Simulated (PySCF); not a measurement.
Species: C3H8BFO.
Z-matrix (Å and degrees, PBE0-D3(BJ)/def2-SVP geometry), rows numbered from 1:
```
C 
C   1  1.5221
B   2  1.5668  1  115.65
F   3  1.3412  2  119.64  1  -178.82
O   3  1.3463  2  121.43  1     1.50
C   5  1.4069  3  123.74  2  -179.65
H   1  1.1006  2  111.23  3   -58.90
H   1  1.1007  2  111.28  3    59.88
H   1  1.1008  2  112.05  3  -179.53
H   2  1.1060  1  111.03  3   122.21
H   2  1.1057  1  111.16  3  -122.63
H   6  1.1004  5  112.12  3   -11.66
H   6  1.1013  5  109.64  3   109.27
H   6  1.1001  5  108.87  3  -132.54
```

All values: CAM-B3LYP/def2-SVPD (PySCF, non-relativistic), on one gas-phase PBE0-D3(BJ)/def2-SVP geometry that isn't relaxed in the solvent. The solvent is an IEF-PCM continuum (Bondi radii, 1.10 Å for H, scaled by 1.2), and excitations are vertical TDDFT with non-equilibrium linear response and a frozen core. The model holds no explicit solvent molecules, cavitation or dispersion.

| run | E − E(gas) (kcal/mol) | HOMO (eV) | HOMO–LUMO gap (eV) | dipole (D) | lowest singlet (eV) | static polarisability (au) |
| --- | --- | --- | --- | --- | --- | --- |
| gas | 0.00 | -10.40 | 11.34 | 0.93 | 8.39 | 55.5 |
| P | -1.88 | -10.35 | 11.35 | 1.02 | 8.36 | 65.8 |
| Q | -2.58 | -10.35 | 11.35 | 1.03 | 8.36 | 70.5 |

Task: The runs were made in acetonitrile and chloroform. Which run belongs to which solvent?

Result: P = chloroform, Q = acetonitrile. The dielectric constants are 4.711 (chloroform), 35.69 (acetonitrile), and the energy falls further as ε rises. The optical constants n² used for the excitations are 2.09, 1.81 in the same order. In this model the ground state sees the solvent through ε alone.

Task: How constant is the ratio of the lowering to (ε − 1)/(2ε + 1)?

Result: 
```json
{"solvent": "chloroform", "(ε − 1)/(2ε + 1)": "0.356", "E − E(gas) (kcal/mol)": "-1.88", "ratio (kcal/mol)": "-5.3", "polarisation term (kcal/mol)": "-2.01"}
{"solvent": "acetonitrile", "(ε − 1)/(2ε + 1)": "0.479", "E − E(gas) (kcal/mol)": "-2.58", "ratio (kcal/mol)": "-5.4", "polarisation term (kcal/mol)": "-2.82"}
```

The ratio changes by +2.0 % in size from chloroform to acetonitrile. The polarisation term is half the interaction of the solute with the induced surface charges.
